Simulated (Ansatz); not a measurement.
CH2O (SMILES C=O): geometry of the low-spin state from B3LYP-D3(BJ)/def2-TZVP.
(charge 0, multiplicity 1):
```xyz
4

C     -0.51671     0.09830     0.00048
O      0.66103    -0.12575    -0.00061
H     -1.26944    -0.71409     0.00073
H     -0.91856     1.13034     0.00130
```
The high-spin state stands at its own minimum; R- takes a restricted low-spin state.

Run with Ansatz (a quantum-chemistry and plane-wave program) with Gaussian orbitals. 

The gap E(multiplicity 1) − E(multiplicity 3) (kcal/mol) and the share of exact exchange:

```csv
functional,exact exchange (%),value
R-PBE/def2-TZVPP,0,-69.81
R-PBE0/def2-TZVPP,25,-67.64
R-B3LYP/def2-TZVPP,20,-69.57
R-BHLYP/def2-TZVPP,50,-65.22
R-r2SCAN/def2-TZVPP,0,-64.55
```

Question: Take the value as linear in the share of exact exchange along PBE and PBE0. Give the slope, say whether the sign turns, and set the other functionals against that line.

Answer: 
Slope: (-67.64 − (-69.81))/2.5 = 0.87 kcal/mol for each 10 %. The line keeps its sign from 0 to 100 %. At 50 % it gives -65.5 kcal/mol. From B3LYP to BHLYP the slope is (-65.22 − (-69.57))/3 = 1.45 for each 10 %. BHLYP, at 50 %, lies 0.2 from the PBE line. B3LYP, at 20 %, lies -1.5 from the PBE line. r2SCAN, with none, stands 5.3 from PBE.
